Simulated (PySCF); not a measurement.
Compound: C7H6ClF.
Numbering: `[F:1][C:2]1=[CH:3][CH:4]=[CH:5][CH:6]=[C:7]([Cl:8])[CH2:9]1`

Cartesian coordinates in Å at the GFN2-xTB level; atoms count from 1:
```
atom  x, y, z in Å
F1     0.7408   -2.5293    0.8081
C2     0.2037   -1.4364    0.2257
C3    -1.0730   -1.1164    0.4559
C4    -1.6828    0.0921   -0.0161
C5    -1.0541    1.2782   -0.1603
C6     0.3223    1.5397    0.1500
C7     1.3157    0.6519    0.0058
Cl8    2.9035    1.0023    0.5894
C9     1.1264   -0.6741   -0.6671
H10   -1.6849   -1.7944    1.0334
H11   -2.7552    0.0579   -0.1510
H12   -1.6487    2.1465   -0.4097
H13    0.5468    2.5227    0.5395
H14    0.6646   -0.5278   -1.6477
H15    2.0704   -1.2048   -0.7778
```

Definitions: NICS(0) = −σiso at the ring centroid; NICS(1) = −σiso and NICS(1)zz = −σzz at ±1 Å along the ring normal z. Level: GIAO PBE0/pcSseg-1 (PySCF, non-relativistic, gas phase) on the GFN2-xTB geometry, one conformer.

Ring bond lengths (Å), with Mayer bond orders in brackets: C2–C3 1.336 (1.72), C3–C4 1.434 (1.17), C4–C5 1.350 (1.71), C5–C6 1.435 (1.19), C6–C7 1.340 (1.65), C7–C9 1.499 (1.00), C9–C2 1.493 (1.02).

Q: What do the NICS probes read (ppm)?

A: 
| ring | type | NICS(0) | NICS(1), two faces | NICS(1)zz, two faces | rms pucker (Å) | centre to ring atoms, mean (Å) |
| --- | --- | --- | --- | --- | --- | --- |
| C2–C3–C4–C5–C6–C7–C9 | 7-membered carbocycle; formal bonds 3 double, 4 single | -6.2 | -7.7 / -6.3 | -12.8 / -9.9 | 0.30 | 1.56 |

Q: What do they say, and how far can they be read as aromaticity?

A: 
- C2–C3–C4–C5–C6–C7–C9: mean NICS(1)zz -11.3 ppm, shielded. C9 has four or more neighbours, and the NICS criterion for π rings isn't applied.

Q: At the second NICS(1) probe listed for ring C2–C3–C4–C5–C6–C7–C9, 1 Å off the ring, what do the in-plane components average?

A: The isotropic value is a third of the trace: (3 × -6.3 − (-9.9))/2 = -4.5 ppm.
